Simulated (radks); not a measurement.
Excited configurations of the palladium ion Pd2+: one electron is placed in a higher orbital outside [Kr] 4d7. The ground configuration is [Kr] 4d8. Calculated with a radial shooting solver on a logarithmic mesh with Libxc functionals: scalar-relativistic Kohn-Sham, r2SCAN, spin-polarised, spherical densities, finite nucleus; open shells are filled with parallel spins first (spin-orbit coupling, left out, can overturn this in heavy ions); meta-GGA in the generalised Kohn-Sham scheme; Fermi nuclear charge, rms radius 4.5318 fm. Excitation = E - E(ground); binding = E(ion) - E, where the ion is the core of charge +3; n* = 3/sqrt(2 binding) in atomic units, and the quantum defect is n - n*.

outer orbital,excitation (eV),binding (eV),quantum defect,eigenvalue (eV)
4f,25.103,7.972,0.081,-6.264
5d,21.447,11.628,1.755,-9.549
5f,27.724,5.351,0.216,-4.395
6s,20.894,12.181,2.829,-10.559
6f,29.294,3.781,0.309,-3.181
7s,26.023,7.052,2.833,-6.153

The Delta-SCF ionisation energy is 33.075 eV (NIST Atomic Spectra Database: 32.930 eV, semi-empirical). Self-interaction in the functional shifts the binding energies and quantum defects, so they are the method's values and not measured ones. Open shells are spherical and high-spin; term and fine-structure splittings are not resolved.
